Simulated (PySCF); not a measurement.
NMR data sheet: C₃H₁₁NOSi₃

| Item | Value |
| --- | --- |
| Formula | C3H11NOSi3 |
| SMILES | C=CC(=O)[SiH2]N([SiH3])[SiH3] |
| Point group of the computed structure | C1 |
| Degrees of unsaturation | 2 |
| Carbon signals | 3 |
| Proton signals | 5 |

Atoms are numbered as in `[CH2:1]=[CH:2][C:3](=[O:4])[SiH2:5][N:6]([SiH3:7])[SiH3:8]`. Hydrogens are named by the atom that carries them. Ha(C1) is cis to C3; Hb(C1) is trans to C3.

Computational details: coordinates at the GFN2-xTB level, shieldings: GIAO PBE0/pcSseg-1, in PySCF (no solvent model, one conformer, non-relativistic Hamiltonian, fast rotation and ring inversion assumed for equivalent nuclei).

References, each an isolated molecule treated in the same way: 1H (31.72 ppm) and 13C (186.93 ppm) and 29Si (349.16 ppm) vs TMS; 15N (267.73 ppm) vs NH3; 17O (336.08 ppm) against H2O.

| carbon | δC, type | δH (multiplicity) | HMBC from (2–3 bonds) | span of the C tensor (ppm) |
| --- | --- | --- | --- | --- |
| C1 | 144.7, CH2 | Ha(C1) 6.48 (m); Hb(C1) 6.94 (m) | H(C2) | 256 |
| C2 | 150.6, CH | 6.79 (m) | Hb(C1), Ha(C1), H(Si5) | 204 |
| C3 | 239.0, C | – | Hb(C1), H(C2), Ha(C1), H(Si5) | 262 |

Other nuclei:
```csv
atoms,nucleus,environment,δ (ppm),σ (ppm)
H(Si5),1H,"hydrogen on a silicon bonded to C, N",5.34,26.38
H(Si7)/H(Si8),1H,hydrogen on a silicon bonded to N,4.88,26.83
Si7/Si8,29Si,"silicon bonded to N, 3 H",-53.7,402.8
Si5,29Si,"silicon bonded to C, N, 2 H",-56.3,405.5
N6,15N,nitrogen bonded to 3 Si,-27.2,295.0
O4,17O,carbonyl oxygen,789.5,-453.4
```

Carbon types of the structure: 1 × C, 1 × CH, 1 × CH2, leaving 8 H on heteroatoms. δC 239.0: carbonyl carbon. δC 150.6: α carbon of a C=C–C=O unit; an sp2 carbon of a C=C bond. δC 144.7: β carbon of a C=C–C=O unit; conjugation with the carbonyl draws π density from the β position. δH 6.94, 6.48: hydrogen on a β carbon of a C=C–C=O unit; a vinylic proton, deshielded by the sp2 carbon and the C=C anisotropy. δH 6.79: hydrogen on an α carbon of a C=C–C=O unit; a vinylic proton, deshielded by the sp2 carbon and the C=C anisotropy.

Shifts are as computed. Against solution values, carbons near 30 ppm lie about +3 ppm off and those near 130 ppm about +5 ppm. Of 1211 compounds with measured shifts, 218 miss one by over three times the rms of a fit or turn the order of signals round; such compounds aren't used in these exercises. Unscaled 17O shifts of doubly bonded oxygen tend to come out too high, by tens of ppm or more. Experimental scales use liquid or dissolved standards, which lie at an offset from isolated NH3 (liquid NH3: subtract about 20 ppm) and H2O (liquid H2O: subtract about 36 ppm). Multiplicities follow the n + 1 count of equivalent neighbours, as no J values were calculated; m marks all less simple cases, F and P coupling included.
